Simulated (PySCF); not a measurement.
**Dipole response of Rh (rhodium, neutral)**

[Kr] 4d7 5s2, high-spin 4F determinant (an excited configuration). All numbers are calculated (PySCF 2.14, scalar relativity by spin-free X2C-1e, in ANO-RCC-VTZP (7s6p4d2f1g, 68 functions)). Coupled (time-dependent) response in atomic units; α is the mean over directions. The basis has no added diffuse functions, which lowers α and C₆.

```json
{"method": "UHF", "mean α (bohr³)": "72.17", "C₆ (like pair)": "783.2", "S(−4)": "3003"}
{"method": "PBE", "mean α (bohr³)": "55.71", "C₆ (like pair)": "568.3", "S(−4)": "1313"}
{"method": "PBE0", "mean α (bohr³)": "59.48", "C₆ (like pair)": "615.6", "S(−4)": "1547"}
```

S(−4) is the Cauchy moment in α(ω) = α(0) + S(−4) ω² + …

Spin-orbit coupling is absent.

α(iu) at PBE:

| u (hartree) | α(iu) (bohr³) |
| --- | --- |
| 0 | 55.71 |
| 0.0500 | 52.66 |
| 0.100 | 45.57 |
| 0.200 | 30.98 |
| 0.300 | 21.47 |
| 0.500 | 12.39 |
| 0.750 | 7.913 |
| 1.00 | 5.767 |
| 1.50 | 3.602 |
| 2.00 | 2.479 |
| 3.00 | 1.363 |
| 5.00 | 0.5807 |

A single London oscillator, α(iu) = α/(1 + u²/ω²), gives C₆ = (3/4) ω α². Matching the computed C₆ needs ω = 4 × 568.3 / (3 × 55.71²) = 0.244 hartree.
